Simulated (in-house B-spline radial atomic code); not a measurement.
# Removing one electron from Ir⁴⁹⁺

Closed shell [Ar] 3d10. Computed with a B-spline radial code for spherical atoms: Koopmans values of Dirac-Hartree-Fock plus a diagonal self-energy, in second order or with its direct term screened (direct RPA, with the hole-particle interaction, or full time-dependent Hartree-Fock), linearised in energy; no-pair Dirac-Coulomb Hamiltonian, finite nucleus. Shifts add to the Koopmans value (the ΔSCF shift is orbital relaxation alone); the final value takes TDHF screening with Breit and QED.

Command:
```bash
python run_mb.py task.json out
```
Settings (nuclear radius in fm, box in bohr, cutoff in hartree):
```
basis_form          2
Z                   77
core_configuration  [Ar] 3d10
rms_radius          5.4032
mass_number         193
speed_of_light      137.036
box_radius          2.569
lmax                7
intervals           56
virtual_cutoff      23716.0
```

Run time, properties included: 32 s on 1 thread of Arm Neoverse N1, on a shared host.

Energies in eV:

| subshell | Koopmans | ΔSCF shift | second order | direct RPA | hole-particle | TDHF | Breit + QED | final |
| --- | --- | --- | --- | --- | --- | --- | --- | --- |
| 3d5/2 | 4547.08 | -3.821 | ? | ? | ? | ? | ? | ? |
| 3d3/2 | 4629.78 | -4.161 | -2.673 | -1.933 | -2.182 | -2.220 | -4.872 | 4622.69 |
| 3p3/2 | 5036.33 | -2.802 | -4.501 | -3.596 | -3.920 | -3.961 | -6.866 | 5025.50 |
| 3p1/2 | 5417.61 | -3.456 | -5.989 | -4.740 | -5.205 | -5.264 | -10.923 | 5401.42 |
| 3s1/2 | 5672.13 | -2.835 | -6.471 | -5.243 | -5.736 | -5.791 | -11.624 | 5654.72 |

(1) What does the self-energy do to 3d5/2?

## Answers

(1) It shifts the removal energy by -2.345 eV in second order, -1.678 with direct RPA, -1.908 with the hole-particle term and -1.942 with TDHF screening (quasi-particle weight 0.998); Breit and QED add -3.494 eV. The final value is 4541.65 eV, against 4540 ± 4 eV (NIST, tabulated theory).
